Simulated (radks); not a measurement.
Results of a calculation; reference values are marked as such.
Spherical quantum dot in the effective-mass picture: electrons in a hard-walled sphere of radius 4.47, with a point charge +1 (a donor) at the centre, all in effective atomic units (hartree* = m*/eps^2 hartree, bohr* = eps/m* bohr), one dielectric constant everywhere. Level of theory: non-relativistic Kohn-Sham, r2SCAN, spin-polarised, spherical densities, generalised Kohn-Sham scheme (a radial shooting solver with Libxc functionals). Levels are named by radial order and angular momentum (1s, 1p, 1d, 2s, ...), and open shells are averaged over m. Results are scaled to m* = 0.029 and eps = 7, for which hartree* = 16.1 meV and bohr* = 12.77 nm.

N = 2, configuration 1s2. This is the lowest configuration that the search found. Occupied and some empty levels:

level,occupation,eigenvalue (meV),<r> (nm)
1s,2,3.6984,21.79
1p,0,10.495,32.67
2s,0,14.466,28.98
1d,0,16.540,36.40

Energy (meV): total -6.85693, kinetic 12.350, external -27.272, Hartree 17.244, exchange-correlation -9.1787.

Electron density:

r (nm),n(r) (e/nm^3)
2.41,0.0001403
6.72,0.00007388
11.0,0.00004064
15.4,0.00002331
19.7,0.00001383
24.0,8.344e-06
28.3,5.036e-06
32.6,2.985e-06
36.9,1.688e-06
41.2,8.801e-07
45.5,3.953e-07
49.9,1.319e-07
54.2,1.855e-08
